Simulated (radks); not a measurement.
Values are calculated unless marked as measured or tabulated.
Q: All-electron atom: Sm III in [Xe] 4f6 (the NIST ground configuration). Level of theory: Dirac Kohn-Sham, LB94 model potential, spin-unpolarised, spherical densities, finite nucleus; open shells fill j = l - 1/2 first; Fermi nuclear charge, rms radius 5.0819 fm (a radial shooting solver on a logarithmic mesh with Libxc functionals). Some entries of the table are withheld. Estimate them.

orbital,occ.,eigenvalue (eV),<r> (bohr)
1s1/2,2,-46828.59,0.02271
2s1/2,2,-7678.829,0.09631
2p1/2,2,(1),0.08051
2p3/2,4,(2),0.08715
3s1/2,2,-1704.077,0.2542
3p1/2,2,-1533.535,0.2437
3p3/2,4,-1410.725,0.2564
3d3/2,4,(3),0.2280
3d5/2,6,(4),0.2319
4s1/2,2,-351.8382,0.5802
4p1/2,2,-286.7909,0.5940
4p3/2,4,-260.0004,0.6236
4d3/2,4,-152.5950,0.6653
4d5/2,6,-147.7815,0.6758
5s1/2,2,-63.2050,1.403
5p1/2,2,-45.5553,1.583
5p3/2,4,-41.8630,1.680
4f5/2,6,(5),(6)
4f7/2,0,(7),(8)

A: 
(1) 2p1/2 eigenvalue (eV): -7287.443
(2) 2p3/2 eigenvalue (eV): -6678.967
(3) 3d3/2 eigenvalue (eV): -1113.083
(4) 3d5/2 eigenvalue (eV): -1086.291
(5) 4f5/2 eigenvalue (eV): -23.8613
(6) 4f5/2 <r> (bohr): 0.9532
(7) 4f7/2 eigenvalue (eV): -23.2834
(8) 4f7/2 <r> (bohr): 0.9678
